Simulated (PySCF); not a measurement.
**How methods differ on the excitation energy of In²⁺**

In²⁺ [Kr] 4d10 5s1 (2S) → In²⁺ [Kr] 4d9 5s2 (2D), as a difference of total energies. Calculation: PySCF 2.14, in aug-cc-pVQZ-DK3 (9s8p6d3f2g, 102 functions); scalar relativity by spin-free X2C-1e. The calculations carry no spin-orbit coupling.

```csv
method,excitation energy (eV)
UHF,15.047
LDA,14.385
PBE,14.446
PBE0,14.742
r2SCAN,14.918
revPBE,14.551
CAM-B3LYP,14.401
PBEsol,14.517
```

A first-order spin-orbit estimate (lowest level to lowest level, LS coupling) adds -0.356 eV.
